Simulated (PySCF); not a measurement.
C₅H₁₄Si₃.
SMILES: `CC#C[SiH2][C@@H]([SiH3])[SiH2]C`

Torsions of this conformer, `[CH3:1][C:2]#[C:3][SiH2:4][C@@H:5]([SiH3:6])[SiH2:7][CH3:8]`: C3–Si4–C5–Si6 166°, Si4–C5–Si7–C8 63°.

The closed-shell ground state was solved at several levels (PySCF, density fitting, gas phase, non-relativistic). One conformer (not necessarily the lowest) at the PBE0-D3(BJ)/def2-SVP geometry, without solvent, vibrations or thermal averaging.

| level | basis functions | HOMO (eV) | LUMO (eV) | gap (eV) | dipole (D) |
| --- | --- | --- | --- | --- | --- |
| B3LYP/def2-SVPD | 284 | -7.44 | -0.27 | 7.17 | 2.74 |
| B3LYP/pcSseg-1 | 227 | -7.43 | -0.21 | 7.22 | 2.70 |

**Question.** What might PBE0/pcSseg-1 (227 basis functions) give for the same quantities?

**Answer.** HOMO -7.68 eV, LUMO -0.06 eV, gap 7.62 eV, dipole 2.76 D.

**Question.** Over all these levels, which gives the widest orbital gap and which the narrowest?

**Answer.** PBE0/pcSseg-1 (global hybrid, 25 % exact exchange) has the widest, 7.62 eV, and B3LYP/def2-SVPD (global hybrid, 20 % exact exchange) the narrowest, 7.17 eV. Functional and basis both differ between the two, so the spread mixes both effects.

**Question.** How far do the dipole and the HOMO energy spread over the levels?

**Answer.** The dipole runs from 2.70 to 2.76 D (mean 2.73 D) and the HOMO from -7.68 to -7.43 eV.
